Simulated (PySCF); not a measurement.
C2H10Si2.
SMILES: `CC[SiH2][SiH3]`

Jobs on this species (14 atoms, 50 electrons) with PySCF (density fitting). Hardware of each: an Arm Neoverse N1 with one thread, no GPU (shared host). Other jobs ran on the host; a repeat could differ by tens of per cent or more. Peak memory is the resident size of the whole Python process, interpreter and libraries included.

```tsv
level and settings	work	basis functions	SCF cycles	wall time	peak memory
PBE/pcSseg-2	shieldings	298	?	?	?
OPBE/pcSseg-2	shieldings	298	?	?	?
LDA/pcSseg-2	shieldings	298	13	64 s	1.1 GiB
PBE0-D3(BJ)/def2-SVP, grid level 1	geometry optimisation from a GFN2-xTB start shaken at random	114	55	73 s	0.48 GiB
PBE0/def2-TZVPD	10 singlets by full TDDFT, 4 Tamm–Dancoff triplets, polarisability	250	12	61 s	0.89 GiB
HF/pcSseg-2	shieldings	298	9	39 s	1.2 GiB
BP86/pcSseg-2	shieldings	298	13	81 s	0.98 GiB
B3LYP/pcSseg-2	shieldings	298	12	72 s	1.2 GiB
PBE0/def2-TZVP	10 singlets by full TDDFT, 4 Tamm–Dancoff triplets, polarisability	196	12	40 s	0.84 GiB
```

Task: Fill in the missing figures.

Result: 
- PBE/pcSseg-2; shieldings: 82 s, 0.98 GiB, 14 SCF cycles
- OPBE/pcSseg-2; shieldings: 85 s, 0.98 GiB, 14 SCF cycles

Task: What do all jobs in the table cost together?

Result: About 9.9 min; the longest takes about 14 % of that, and about 2.2 times as long as the shortest.
